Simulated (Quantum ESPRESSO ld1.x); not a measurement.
Results of a calculation; reference values are marked as such.
The zinc ion Zn28+, 2 electrons, occupied as [He].

Level of theory: scalar-relativistic Kohn-Sham, LDA (Slater exchange, VWN5 correlation), spin-polarised, spherical densities, point nucleus (ld1.x of Quantum ESPRESSO 7.5).

Energy parts (Ry):
total: -1779.3566
kinetic: 1822.4095
electron-nucleus: -3644.1970
Hartree: 75.2908
exchange-correlation: -32.8598

Orbitals (lengths in bohr, moments of r in powers of bohr; <r^-3> diverges for s and p1/2):
| orbital | occ. | eigenvalue (Ry) | <r^-3> |
|---|---|---|---|
| 1s | 2 | -857.4398 | - |
| 2s | 0 | -206.4326 | - |
| 2p | 0 | -201.7685 | 1054 |

The highest occupied level is 1s at -11666.1 eV. Summed over all electrons, <r^2> = 0.006691 bohr^2, which gives a Langevin (diamagnetic) susceptibility term of -0.0053 x 10^-6 cm^3/mol. The density falls to 0.001 e/bohr^3 at r = 0.28 bohr.
